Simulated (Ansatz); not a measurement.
Relaxation of CH2NSn (5 atoms, charge 0, multiplicity 2), to a largest force component of 0.015 eV/Å in at most 40 steps.

These are results of UKS PBE0/def2-SVP (Ansatz 0.2.0), not measurements.

```xyz
5
Properties=species:S:1:pos:R:3
N 0.862 -1.582 1.718
C 0.522 -0.883 0.797
Sn -0.027 0.310 -0.859
H -0.802 -0.601 -1.987
H 1.414 1.038 -1.531
```

Where does it end, and by what steps?

The run converged. After 4 steps the energy has fallen by 0.177 eV; H4 moved furthest, 0.07 Å.

```tsv
step	energy less start (eV)	largest force component (eV/Å)	accepted
0	0.0000	3.475	yes
1	-0.1621	0.292	yes
2	-0.1756	0.073	yes
3	-0.1762	0.028	yes
4	-0.1766	0.010	yes
```

```xyz
5
Properties=species:S:1:pos:R:3
N 0.836 -1.546 1.679
C 0.557 -0.898 0.756
Sn -0.026 0.364 -0.856
H -0.834 -0.663 -1.971
H 1.436 1.023 -1.471
```

Whether the end is a true minimum wasn't checked by a vibrational analysis.

The run took 22 s on 1 CPU thread of a shared host.
